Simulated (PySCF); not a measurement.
## TlI₂⁺, singlet: computed properties

Method: PySCF, PBE0, basis Tl def2-TZVP with ECP60, I def2-TZVP with ECP28 (scalar-relativistic core potentials, no spin–orbit coupling, density fitting).

The structure is a minimum.

```
Point group                                                                   : D∞h
Bond lengths                                                                  : Tl–I 2.586 Å (×2)
Bond angles                                                                   : I–Tl–I 180.0°
Highest occupied level                                                        : -12.85 eV
Heat capacity Cp at 298.15 K                                                  : 61.0 J/(mol K)
Zero-point energy                                                             : 3.0 kJ/mol
Principal quadrupole moments (Buckingham, traceless) about the centre of mass : -12.52, -12.52, 25.03 D Å
Enthalpy at 298.15 K above 0 K                                                : 15.98 kJ/mol
Principal polarisabilities                                                    : 60.9, 60.9, 181.7 bohr³
Dipole moment about the centre of mass                                        : 0.00 D
Lowest empty level                                                            : -8.78 eV
Rotational constants                                                          : 0.009935 cm⁻¹
Entropy at 298.15 K and 1 bar                                                 : 328.4 J/(mol K)
Rotational symmetry number                                                    : 2
```

Harmonic modes (masses in u: Tl 204.974, I 126.904):
```json
{"symmetry": "πu", "ω (cm⁻¹)": "51", "IR (km/mol, summed over degenerate members)": "0.7", "type": "bend"}
{"symmetry": "σg+", "ω (cm⁻¹)": "158", "IR (km/mol, summed over degenerate members)": "0.0", "type": "stretch"}
{"symmetry": "σu+", "ω (cm⁻¹)": "249", "IR (km/mol, summed over degenerate members)": "12.8", "type": "stretch"}
```

In D∞h the vibrations span πu + σg+ + σu+. The σg+ mode carries no infrared intensity, as symmetry demands. With a centre of inversion only u modes can be infrared active and only g modes Raman active.

Charges (e):
```
atom  Mulliken  Löwdin  polar tensor  Mayer order to Tl1
 Tl1      0.82    0.07          0.99                   –
I2,3      0.09    0.47          0.01                1.22
```

Mulliken populations on Tl1 (electrons outside its core potential): s 3.34, p 6.78, d 10.01, f 0.05.

Outer orbital energies (eV). occupied: -24.70, -23.59, -17.71, -14.57, -13.29, -13.29, -12.85, -12.85; empty: -8.78, -6.72, -6.72, -3.04.

Counting electrons, thallium keeps none of its valence electrons outside its bonds, so the VSEPR class is AX2 and the expected shape is linear (D∞h), as computed.

Only a few start shapes were tried, so a lower isomer may exist. No spin–orbit coupling is included, which matters more the heavier the element.

The final relaxation and frequency run took about 110 core-seconds on a shared host.
